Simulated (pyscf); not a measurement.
Rearrangement: `[O]1[SiH2][AsH]1` → `[SiH3][O][As]` [singlet]

Gas phase, singlet surface, charge 0. Bonds broken: As2–Si4, As2–H6. Bonds formed: Si4–H6. Optimised with ωB97X-D3(BJ)/def2-SVP in PySCF. MP2 and CC: frozen core, UHF for open shells. ΔMP2 is the change of the MP2 total energy from the triple- to the quadruple-zeta basis.

Transition state (Å):

```xyz
6

O      1.5769    -0.0740    -0.6515
As     1.2193     1.7042    -0.4076
H      1.4227    -0.8854     1.8757
Si     0.6666    -0.6703     0.6176
H     -0.0827    -1.8790     0.1930
H     -0.3730     0.4332     0.8369
```

One imaginary mode, 430i cm⁻¹; descent along it reached the two sides named.

```
bond     change  reactant side (Å)  saddle  product side
-------  ------  -----------------  ------  ------------
As2–Si4  breaks              2.269     2.6           3.0
As2–H6   breaks              1.531   2.387           3.4
Si4–H6    forms                2.8   1.532         1.488
```

Electronic energies relative to the reactant's lowest minimum found (eV):

```
level                             barrier  reaction energy  reverse barrier
--------------------------------  -------  ---------------  ---------------
ωB97X-D3(BJ)/def2-TZVP               1.56            +1.20             0.36
B3LYP-D3(BJ)/def2-TZVP               1.54            +1.13             0.42
PBE0-D3(BJ)/def2-TZVP                1.70            +1.37             0.33
M06-2X/def2-TZVP                     1.46            +1.07             0.39
ωB97M-D3(BJ)/def2-TZVP               1.46            +1.06             0.40
HF/def2-TZVP                         1.16            +0.60             0.56
MP2/def2-QZVPP                       1.68            +1.27             0.41
CCSD/def2-TZVPP                      1.56            +1.05             0.51
CCSD(T)/def2-TZVPP                   1.57            +1.11             0.46
CCSD(T)/def2-TZVPP + ΔMP2(QZVPP)     1.53            +1.09             0.44
```

With CCSD(T)/def2-TZVPP + ΔMP2(QZVPP) energies and thermal terms (ideal gas, 1 atm, RRHO with modes under 100 cm⁻¹ raised to 100, one conformer, R ln 2 for chiral ones without a mode under 150 cm⁻¹), in eV:

```
T (K)   ΔH‡   ΔG‡     ΔH     ΔG
-----  ----  ----  -----  -----
298    1.50  1.49  +1.11  +1.08
600    1.48  1.49  +1.11  +1.05
900    1.45  1.51  +1.10  +1.02
1200   1.43  1.53  +1.10  +0.99
```

H₃Si–O–As: [singlet] is an excited spin state; a restricted singlet puts such a state too high. cyclic H₃AsOSi (SMILES O1[SiH2][AsH]1) lies 0.51 eV over its isomer HO–SiH=AsH (electronic energy, ωB97M-D3(BJ)). H₃Si–O–As: [singlet] lies 1.57 eV over its isomer HO–SiH=AsH (electronic energy, ωB97M-D3(BJ)). This is the saddle that the search found; another between the same sides may lie lower. 2 of the closed-shell references are unstable towards spin polarisation; treat their single-reference values with care. The CCSD(T) − MP2 part came from Ansatz, without density fitting, on the same reference. The largest closed-shell T1 diagnostic is 0.085, which may signal static correlation. The frozen core leaves the outer d or s,p core shells of the metals and heavy elements correlated in the MP2 and CC values, and def2-TZVPP describes them poorly, which can shift differences by a few kcal/mol. Elements up to Kr have no core potential and no relativistic terms here.
